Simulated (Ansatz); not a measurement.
A structure relaxed at PBE0-D4/def2-TZVP, charge 0, multiplicity 1:

Cartesian coordinates in Å:
```
Cl 0.4600 0.9040 3.5666
Si -0.2012 0.0039 1.8493
Cl -2.2488 -0.0898 1.8827
C 0.3554 1.0153 0.3914
C -0.2457 0.6293 -0.9605
Ge 0.2178 -1.1692 -1.6053
H 0.3012 -1.3852 1.8600
H 0.1200 2.0584 0.6346
H 1.4504 0.9517 0.3711
H 0.0853 1.3339 -1.7285
H -1.3363 0.6953 -0.9271
H -0.2605 -1.3387 -3.0562
H -0.4428 -2.2493 -0.7310
H 1.7452 -1.3595 -1.5472
```

Q: Give its formula and SMILES.

A: C2H8Cl2GeSi, `Cl[SiH](Cl)C[CH2][GeH3]`.

Q: Point group (tolerance 0.08 Å, 0.16 Å for H)?

A: C1.

Q: Summarise the bond lengths by kind.

A: 2 × Cl–Si 2.049 to 2.050 Å; 1 × C–Si 1.860 Å; 1 × H–Si 1.477 Å; 1 × C–C 1.529 Å; 4 × C–H 1.093 to 1.097 Å; 1 × C–Ge 1.966 Å; 3 × Ge–H 1.537 to 1.540 Å.

All numbers were calculated with Ansatz.
